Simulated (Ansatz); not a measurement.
Zn₁₂H₃₀Se₁₂⁺. Charge 1, multiplicity 2. Geometry PBE-D4/def2-SVP, that of the neutral singlet; atoms count from 1.

```xyz
54

Zn   -0.711   -2.944    3.822
Se    2.585   -3.751    1.948
Zn   -2.219   -1.037    2.807
Se   -2.275    1.211    3.813
Se   -0.044   -1.667    1.722
Zn    1.110    0.466    2.251
Zn    3.545   -2.419   -0.157
Se    3.185   -0.045    0.662
Zn   -2.006    2.541    1.756
Se    0.229    2.162    0.677
Zn   -0.176    4.430    1.741
Zn    3.755    1.473   -1.287
Se    2.926    3.843   -0.377
Se   -4.170   -1.554    1.397
Zn   -0.970   -2.433   -0.458
Se    1.429   -2.557   -1.567
Zn   -3.725    0.062   -0.400
Se   -3.938    2.434    0.241
Se   -1.618   -0.366   -1.692
Zn   -0.662    1.918   -1.634
Zn    1.844   -1.231   -3.705
Se    1.635    1.063   -2.647
Zn   -3.812   -0.511   -2.963
Se   -0.623   -1.627   -4.638
H     0.412   -1.563    5.367
H     0.042   -4.170    4.412
H     2.759   -2.703    2.982
H     3.930   -4.332    2.259
H    -2.187   -2.180    4.139
H     0.560   -0.995    4.856
H    -0.795    1.194    4.031
H     1.395    0.805    3.769
H     4.920   -2.998   -0.623
H     4.472    0.092    1.391
H    -1.789    4.224    2.211
H     0.932    5.477    2.056
H    -0.776    5.519   -0.229
H     5.181    1.568   -1.922
H     3.083    3.672    1.087
H     4.290    4.451   -0.492
H    -3.393   -2.608    0.663
H    -3.509   -2.839   -2.249
H    -1.968   -3.654   -0.548
H     1.655   -3.911   -2.134
H    -4.886   -0.263   -1.678
H    -3.083    2.854   -0.917
H    -0.922    4.835   -0.568
H    -1.393    3.164   -2.275
H     2.932   -1.605   -4.763
H     2.030    1.873   -3.828
H    -4.018   -2.827   -2.837
H    -3.945   -0.515   -4.514
H    -0.149   -1.789   -6.050
H    -1.071   -0.240   -4.907
```

Single mean-field runs in def2-SVP are fitted with def2-universal-jkfit. In the doublet geometry the species has come apart into loosely held pieces.

Q: Estimate the Mulliken populations of the heavy atoms from the PBE0/def2-SVP orbitals of Ansatz.

A: 
```tsv
atom	charge (e)	spin (α − β)	d electrons
Zn1	0.35	0.00	9.93
Se2	-0.03	0.00	–
Zn3	0.41	0.00	9.94
Se4	-0.25	0.01	–
Se5	-0.59	0.16	–
Zn6	0.43	-0.01	9.92
Zn7	0.38	0.00	9.94
Se8	-0.39	0.00	–
Zn9	0.41	-0.01	9.94
Se10	-0.56	0.24	–
Zn11	0.35	0.01	9.93
Zn12	0.38	0.00	9.94
Se13	-0.06	0.00	–
Se14	-0.25	0.02	–
Zn15	0.45	-0.01	9.93
Se16	-0.38	0.00	–
Zn17	0.40	-0.01	9.94
Se18	-0.25	0.03	–
Se19	-0.55	0.26	–
Zn20	0.42	0.00	9.93
Zn21	0.38	0.00	9.94
Se22	-0.38	0.00	–
Zn23	0.35	0.02	9.93
Se24	-0.06	0.00	–
```
Mulliken values depend strongly on the basis.

Q: Where does the spin sit?

A: Summed by element: Zn 0.00, Se 0.72, H 0.28, of 1 unpaired in all. Largest on single atoms: Se19 0.26, Se10 0.24, Se5 0.16.

Q: And the Mayer bond orders between heavy atoms (over 0.3)?

A: Zn1–Se5 0.40 (2.55 Å); Se2–Zn7 0.38 (2.67 Å); Zn3–Se4 0.64 (2.46 Å); Zn3–Se5 0.49 (2.51 Å); Zn3–Se14 0.64 (2.46 Å); Se4–Zn9 0.65 (2.46 Å); Se5–Zn6 0.51 (2.48 Å); Se5–Zn15 0.48 (2.49 Å); Zn6–Se8 0.36 (2.66 Å); Zn6–Se10 0.52 (2.48 Å); Zn7–Se8 0.45 (2.54 Å); Zn7–Se16 0.44 (2.55 Å); Se8–Zn12 0.46 (2.54 Å); Zn9–Se10 0.47 (2.51 Å); Zn9–Se18 0.65 (2.46 Å); Se10–Zn11 0.39 (2.54 Å); Se10–Zn20 0.45 (2.49 Å); Zn12–Se13 0.36 (2.67 Å); Zn12–Se22 0.44 (2.55 Å); Se14–Zn17 0.66 (2.46 Å); Zn15–Se16 0.39 (2.65 Å); Zn15–Se19 0.49 (2.49 Å); Se16–Zn21 0.44 (2.55 Å); Zn17–Se18 0.65 (2.47 Å); Zn17–Se19 0.47 (2.51 Å); Se19–Zn20 0.48 (2.48 Å); Se19–Zn23 0.38 (2.54 Å); Zn20–Se22 0.37 (2.65 Å); Zn21–Se22 0.46 (2.53 Å); Zn21–Se24 0.36 (2.67 Å).
